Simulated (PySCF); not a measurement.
TaF₄, SMILES [F][Ta+]([F])([F])[F], charge +1, multiplicity 1. Coordinates come from a PBE-D3(BJ)/def2-SVP optimisation. The multiplicity is an assumed one; other spin states were not compared. The isomer is the one that the SMILES or the coordinates give; other isomers of the formula were not compared. The def2 effective core potentials stand for the cores of Ta; spin–orbit coupling is left out.

All values below come from PBE-D3(BJ)/def2-SVP run with PySCF.

Harmonic wavenumbers (cm⁻¹): 166, 166, 166, 189, 189, 763, 771, 771, 771. Rotational constants (GHz): 2.989, 2.989, 2.989; symmetry number 12.

Problem. Work out the zero-point energy and the ideal-gas rigid-rotor harmonic-oscillator thermochemistry at 298.15 K and 1 atm.

Solution. ZPE = ½ Σ hcν = ½ × 3955 cm⁻¹ = 5.65 kcal/mol. H − E(el) = 10.13 kcal/mol. Entropy in cal/(mol K): translation 42.53, rotation 21.95, vibration 12.83, total 77.32. G − E(el) = -12.92 kcal/mol. Cp = 20.12 cal/(mol K).
